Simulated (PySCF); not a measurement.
# Basis-set dependence of population analyses: `O[SiH2]/C=C/[SiH2]Cl`

Compound: C2H7ClOSi2.
Numbering: `[OH:1][SiH2:2]/[CH:3]=[CH:4]/[SiH2:5][Cl:6]` (hydrogens: H7 on O1; H8, H9 on Si2; H10 on C3; H11 on C4; H12, H13 on Si5)

PBE0 throughout (PySCF), one geometry, spherical d and f functions. Geometry: PBE0-D3(BJ)/def2-SVP, one conformer, isolated molecule. The first 7 of 11 kinds of atom are listed.

Mulliken charges (e):

| basis | functions | O1 | Si2 | C3 | C4 | Si5 | Cl6 | H7 |
| --- | --- | --- | --- | --- | --- | --- | --- | --- |
| STO-3G | 49 | -0.438 | +0.718 | -0.257 | -0.259 | +0.681 | -0.355 | +0.192 |
| 6-31G | 80 | -0.807 | +0.905 | -0.435 | -0.435 | +0.686 | -0.328 | +0.408 |
| pcSseg-0 | 80 | -0.834 | +1.106 | -0.712 | -0.695 | +0.858 | -0.393 | +0.394 |
| 6-31G* | 110 | -0.749 | +0.668 | -0.343 | -0.352 | +0.514 | -0.293 | +0.443 |
| cc-pVDZ | 131 | -0.365 | +0.501 | -0.162 | -0.172 | +0.408 | -0.240 | +0.172 |
| def2-SVP | 131 | -0.423 | +0.638 | -0.253 | -0.265 | +0.567 | -0.274 | +0.198 |
| aug-cc-pVDZ | 213 | -0.687 | +0.194 | +0.456 | +0.440 | +0.041 | -0.443 | +0.129 |
| 6-311+G(2d,p) | 228 | -0.655 | +0.842 | -0.380 | -0.404 | +0.548 | -0.259 | +0.269 |
| def2-TZVP | 246 | -0.542 | +0.426 | -0.240 | -0.269 | +0.382 | -0.255 | +0.326 |
| cc-pVTZ | 290 | -0.365 | +0.399 | -0.206 | -0.237 | +0.375 | -0.233 | +0.202 |
| IGLO-III | 307 | -0.654 | +1.036 | -0.318 | -0.403 | +1.027 | -0.398 | +0.266 |

IAO charges (e):

```csv
basis,functions,O1,Si2,C3,C4,Si5,Cl6,H7
STO-3G,49,-0.583,+0.886,-0.377,-0.392,+0.732,-0.305,+0.238
6-31G,80,-0.744,+0.849,-0.395,-0.394,+0.646,-0.298,+0.355
pcSseg-0,80,-0.725,+0.863,-0.400,-0.399,+0.644,-0.292,+0.343
6-31G*,110,-0.771,+0.981,-0.412,-0.417,+0.780,-0.320,+0.358
cc-pVDZ,131,-0.770,+0.970,-0.411,-0.415,+0.778,-0.319,+0.361
def2-SVP,131,-0.767,+0.984,-0.409,-0.414,+0.790,-0.313,+0.357
aug-cc-pVDZ,213,-0.793,+0.978,-0.417,-0.420,+0.784,-0.324,+0.372
"6-311+G(2d,p)",228,-0.801,+1.010,-0.425,-0.429,+0.810,-0.326,+0.372
def2-TZVP,246,-0.801,+1.022,-0.427,-0.431,+0.822,-0.327,+0.371
cc-pVTZ,290,-0.797,+1.008,-0.424,-0.428,+0.809,-0.326,+0.371
IGLO-III,307,-0.804,+1.019,-0.427,-0.430,+0.815,-0.323,+0.374
```

**Question.** Which scheme is steadiest as the basis changes?

**Answer.** Largest range over the bases for any column: IAO 0.22 e, Mulliken 1.17 e. IAO charges move least and Mulliken charges most, counted in e. Without the minimal STO-3G basis the ranges are IAO 0.18, Mulliken 1.17 e.

**Question.** How much do the charges still move between the two largest bases, cc-pVTZ and IGLO-III?

**Answer.** At most, over all atoms: Mulliken 0.652 e, IAO 0.011 e.

**Question.** What do the same runs give for the total energy, the frontier levels and the dipole moment?

**Answer.** 
| basis | energy (Eh) | HOMO (eV) | LUMO (eV) | μ (D) |
| --- | --- | --- | --- | --- |
| STO-3G | -1180.6240 | -4.47 | 2.93 | 2.61 |
| 6-31G | -1194.1137 | -8.17 | -0.84 | 2.36 |
| pcSseg-0 | -1192.7291 | -8.37 | -1.07 | 2.41 |
| 6-31G* | -1194.2557 | -8.05 | -0.86 | 2.14 |
| cc-pVDZ | -1194.3251 | -8.06 | -0.95 | 1.91 |
| def2-SVP | -1193.8806 | -8.12 | -1.02 | 1.85 |
| aug-cc-pVDZ | -1194.3466 | -8.16 | -1.17 | 1.71 |
| 6-311+G(2d,p) | -1194.4084 | -8.20 | -1.22 | 1.74 |
| def2-TZVP | -1194.4273 | -8.18 | -1.18 | 1.74 |
| cc-pVTZ | -1194.4311 | -8.16 | -1.12 | 1.77 |
| IGLO-III | -1194.4252 | -8.15 | -1.18 | 1.60 |

The dipole is fixed by the density alone, so its range of 1.01 D shows that the density itself changes with the basis, not only its division among atoms.
